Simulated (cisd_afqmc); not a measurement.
Input (AFQMC/CISD/def2-SVP; cisd_afqmc is a phaseless AFQMC code with CISD trial states that reads the integrals written by Ansatz):

Ansatz 0.2 input:
```python
import cisd_afqmc

open("ham.yaml", "w").write("""\
crystal:
  periodic: [false, false, false]
  atoms:
    - {symbol: Ag, position_ang: [0.00000000, 0.00000000, 0.00000000]}
basis:
  gaussian:
    orbitals: def2-SVP
magnetization: {spin_polarized: true, initial_magnetization: 1}
correlation: {method: ccsd, electrons: outside_noble_gas, hamiltonian_folder: ham}
scf: {lower_state_search: full}
""")
rep = cisd_afqmc.ansatz("ham.yaml")
e_ccsd = rep["correlation"]["coupled_cluster"]["energy"]["hartree"]
out = cisd_afqmc.run("ham", e_ccsd, trial="CISD", walkers=200, populations=8, threads=8, dt=0.005, steps=40, early=36, settle=10, least=32,
    cut=5e-5, rank_cut=2e-4, target=0.0004, seconds=1500, seed=1, memory=12960, gpu=False)
```

Output:

```
orbitals 27, occupied [6, 5], factors 178 of 225, rank of the doubles 179 of 236
E(HF) = -146.084101
E(CCSD) on the cut factors = -146.307106, shift to the whole factors 0.000020
Energy of the trial state on the determinant = -146.306950
  tau behind 10.8 of longer steps, mean of the populations' last blocks
   2.0  -146.31178
   4.0  -146.31199
   6.0  -146.31190
   8.0  -146.31198
blocks 353 (0 outliers left out), error by blocks joined: 1: 0.00008, 2: 0.00009, 4: 0.00011, 8: 0.00012, 16: 0.00012
E(AFQMC/CISD) = -146.31219 +/- 0.00012
```
